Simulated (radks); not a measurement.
Values are calculated unless marked as measured or tabulated.
Ru+, configuration [Kr] 4d6 7d1 (not the ground configuration).

Code: a radial shooting solver on a logarithmic mesh with Libxc functionals. Model: scalar-relativistic Kohn-Sham, BLYP, spin-polarised, spherical densities, point nucleus; open shells are filled with parallel spins first (spin-orbit coupling, left out, can overturn this in heavy ions).

Energy parts (eV):
total: -123282.709
kinetic: 127494.519
electron-nucleus: -296633.641
Hartree: 49489.637
exchange-correlation: -3633.224

Orbitals (lengths in bohr, moments of r in powers of bohr; r(max) is where P^2 peaks):
| orbital | occ. | eigenvalue (eV) | r(max) | <r^4> |
|---|---|---|---|---|
| 1s up | 1 | -21959.56 | 0.02172 | 5.907e-06 |
| 1s down | 1 | -21959.57 | 0.02172 | 5.907e-06 |
| 2s up | 1 | -3172.999 | 0.1229 | 0.001076 |
| 2s down | 1 | -3172.414 | 0.1229 | 0.001076 |
| 2p up | 3 | -2843.912 | 0.09822 | 0.0007705 |
| 2p down | 3 | -2843.470 | 0.09821 | 0.0007703 |
| 3s up | 1 | -573.3415 | 0.3616 | 0.05323 |
| 3s down | 1 | -573.0345 | 0.3617 | 0.05315 |
| 3p up | 3 | -465.2726 | 0.3548 | 0.05795 |
| 3p down | 3 | -464.9254 | 0.3549 | 0.05781 |
| 3d up | 5 | -291.3576 | 0.3008 | 0.05977 |
| 3d down | 5 | -290.8215 | 0.3010 | 0.05949 |
| 4s up | 1 | -95.3564 | 0.9145 | 2.065 |
| 4s down | 1 | -92.6744 | 0.9111 | 2.049 |
| 4p up | 3 | -65.3041 | 0.9820 | 3.260 |
| 4p down | 3 | -62.4848 | 0.9780 | 3.277 |
| 4d up | 5 | -23.0444 | 1.193 | 14.17 |
| 4d down | 1 | -20.3775 | 1.193 | 16.84 |
| 7d up | 1 | -1.8202 | 17.86 | 134500 |

The highest occupied level is 7d up at -1.820 eV. Spin moment in Bohr magnetons: 5. Summed over all electrons, <r^2> = 353.7 bohr^2, which gives a Langevin (diamagnetic) susceptibility term of -280 x 10^-6 cm^3/mol. The density falls to 0.001 e/bohr^3 at r = 3.56 bohr.
